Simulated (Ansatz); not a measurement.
Basis sets compared for PtAu₂. Charge 0, multiplicity 1. Geometry B3LYP-D4/def2-TZVP. Ansatz on 2 threads of Arm Neoverse V1 on a shared host; times are rough, and most runs start from earlier orbitals.

| atom | x (Å) | y (Å) | z (Å) |
| --- | --- | --- | --- |
| Pt1 | 1.157 | -0.523 | 0.662 |
| Au2 | -1.385 | -0.098 | 0.794 |
| Au3 | 0.229 | 0.622 | -1.456 |

In the def2 sets Au, Pt take a core potential; there is no spin–orbit coupling. The structure comes from a short search, and lower isomers may exist.

Binding counts from free atoms (Pt triplet, Au doublet) in the same basis, without a counterpoise term.

| level | functions | energy (Eh) | HOMO (eV) | LUMO (eV) | binding per atom (eV) | wall time |
| --- | --- | --- | --- | --- | --- | --- |
| PBE-D4/def2-SVP | 96 | -390.9512 | -4.82 | -4.23 | 1.58 | 1.9 s |
| PBE-D4/def2-TZVP | 120 | -390.9721 | -4.83 | -4.26 | 1.62 | 2.7 s |
| PBE-D4/def2-TZVPD | 129 | -390.9740 | -4.82 | -4.25 | 1.64 | 2.6 s |
| r2SCAN-D4/def2-TZVP (with forces) | 120 | -390.9975 | -4.97 | -4.11 | 1.58 | 6 s |
| r2SCAN-D4/def2-TZVPD | 129 | -390.9993 | -4.96 | -4.09 | 1.59 | 5.5 s |
| PBE0-D4/def2-SVP | 96 | -390.7916 | -5.94 | -3.33 | 1.34 | 2.2 s |
| PBE0-D4/def2-TZVP | 120 | -390.8123 | -5.93 | -3.34 | 1.39 | 4.3 s |
| PBE0-D4/def2-TZVPD | 129 | -390.8142 | -5.92 | -3.33 | 1.40 | 3.5 s |

(1) Estimate the rows for PBE0-D4/def2-QZVPP.

## Answers

(1) 
```csv
level,functions,energy (Eh),HOMO (eV),LUMO (eV),binding per atom (eV),wall time
PBE0-D4/def2-QZVPP,264,-390.8192,-5.99,-3.32,1.43,8.5 s
```
